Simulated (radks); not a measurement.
Task: Valence configurations of O III (all share [He]). Method: Dirac Kohn-Sham, PBE, spin-unpolarised, spherical densities, finite nucleus; open shells fill j = l - 1/2 first; Fermi nuclear charge, rms radius 2.6991 fm; computed with a radial shooting solver on a logarithmic mesh with Libxc functionals. Order these by energy: 2s1.5 2p2.5; 2p4; 2s2 2p2; 2s1 2p3.

Result: From the lowest, in eV above it: 2s2 2p2 0.000; 2s1.5 2p2.5 7.569; 2s1 2p3 15.151; 2p4 30.357. NIST lists [He] 2s2 2p2 as the ground configuration; this level of theory agrees among the configurations tried. The energies are those of spherical spin-averaged densities, not of single terms.
